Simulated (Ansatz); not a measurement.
Isolated molecules relaxed with PBE0-D4/def2-TZVP in Ansatz; ΔE leaves out vibrations. CCSD(T)/CBS is the MP2 limit (def2-TZVPP, def2-QZVPP) plus CCSD(T) − MP2 in def2-TZVPP, frozen cores. For Ge outer-core shells are correlated without core-valence functions, which leaves a few kJ/mol of doubt a bond. Scalar relativity is left out up to krypton. One conformer a species, not always the lowest.

Reaction (formal exchange of groups at the Si–C bond): `[SiH3]C1=NCO1` + `[BH2][GeH2][SiH3]` → `[BH2][GeH2][SiH2][SiH3]` + `C1=NCO1`

```json
{"level": "CCSD/def2-TZVPP", "ΔE (kJ/mol)": "-13.6"}
{"level": "MP2/def2-QZVPP", "ΔE (kJ/mol)": "-10.1"}
{"level": "MP2/CBS(def2)", "ΔE (kJ/mol)": "-10.2"}
{"level": "CCSD/CBS(def2)", "ΔE (kJ/mol)": "-13.0"}
```

(1) What does CCSD(T)/CBS give? (Best estimate.)

Largest T1 diagnostic among the species: 0.015.

Results:

(1) The calculation gave: -13.7 kJ/mol. The listed levels differ from it by 0.1, 3.6, 3.5, 0.7 kJ/mol.

The D4 term adds −3.3 kJ/mol with B3LYP and −2.1 kJ/mol with PBE0; it sums over pairs of atoms, weighted by their polarisabilities, and B3LYP, whose exchange is more repulsive, gets the larger term. In def2-TZVPP, CCSD(T) changes the Hartree–Fock value by −9.0 kJ/mol (the triples alone add −0.7 kJ/mol) and MP2 by −5.4 kJ/mol.

B3LYP here is the variant with VWN-RPA as its local correlation; programs differ in this.
